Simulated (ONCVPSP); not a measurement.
## tungsten (W): ONCV pseudisation with LDA (Perdew-Zunger), scalar-relativistic reference atom.

The input file (ONCVPSP 4.0.1):

```
# ATOM AND REFERENCE CONFIGURATION
# atsym  z   nc   nv     iexc    psfile
  W 74.00   12    2        3      upf
#
#   n    l    f
    1    0    2.00
    2    0    2.00
    2    1    6.00
    3    0    2.00
    3    1    6.00
    3    2   10.00
    4    0    2.00
    4    1    6.00
    4    2   10.00
    4    3   14.00
    5    0    2.00
    5    1    6.00
    5    2    4.00
    6    0    1.00
#
# PSEUDOPOTENTIAL AND OPTIMIZATION
# lmax
    2
#
#   l,   rc,      ep,       ncon, nbas, qcut
    0    1.95    0.00    4    8    3.70
    1    1.95    0.12    4    9    5.10
    2    2.25    0.00    4    8    7.30
#
# LOCAL POTENTIAL
# lloc, lpopt,  rc(5),   dvloc0
    4    5    1.30    6.00
#
# VANDERBILT-KLEINMAN-BYLANDER PROJECTORs
# l, nproj, debl
    0    1    2.90
    1    2    3.10
    2    2    0.60
#
# MODEL CORE CHARGE
# icmod, fcfact, rcfact
    3    4.25    1.25
#
# LOG DERIVATIVE ANALYSIS
# epsh1, epsh2, depsh
   -2.00    5.00    0.02
#
# OUTPUT GRID
# rlmax, drl
    6.00    0.01
#
# TEST CONFIGURATIONS
# ncnf
    4
# nvcnf
#   n    l    f
    2
    5    2    4.00
    6    0    2.00
#
    2
    5    2    4.00
    6    0    0.00
#
    2
    5    2    3.00
    6    0    0.00
#
    2
    5    2    3.00
    6    0    2.00
#
```

Command:

```bash
oncvpsp.x < W.dat > W.out
```

Resulting log (shortened: citation, most of the input echo, consistency checks and plot data are left out):

```
ONCVPSP  (Optimized Norm-Conservinng Vanderbilt PSeudopotential)
scalar-relativistic version 4.0.1

#   n    l    f        energy (Ha)
    1    0    2.00    -2.5521433E+03
    2    0    2.00    -4.4076799E+02
    2    1    6.00    -3.8564053E+02
    3    0    2.00    -1.0170763E+02
    3    1    6.00    -8.5385656E+01
    3    2   10.00    -6.6583516E+01
    4    0    2.00    -2.1178174E+01
    4    1    6.00    -1.5822109E+01
    4    2   10.00    -9.0341216E+00
    4    3   14.00    -1.5080080E+00
    5    0    2.00    -3.1922284E+00
    5    1    6.00    -1.8728765E+00
    5    2    4.00    -4.4089052E-01
    6    0    1.00    -4.5886951E-01

Reference configufation results
  iterations    29
  all-electron total energy (Ha)   -1.61327663D+04

Begin loop to  construct optimized pseudo wave functions
and semi-local pseudopoentials for all angular momenta

Calculating optimized projector #   1

 for l=   0

    Fraction of norm inside rc  0.132153
    Optimizing pswf for qcut=   3.71 a_B^-1,  ecut=   6.88 Ha

optimize: ERROR ps0norm > uunorm, code will stop
```

The run stopped because the continuity conditions at rc already need more norm inside rc than the all-electron wave has, so norm conservation cannot be met.

The run took about 0.36 s on one core of a shared server CPU.
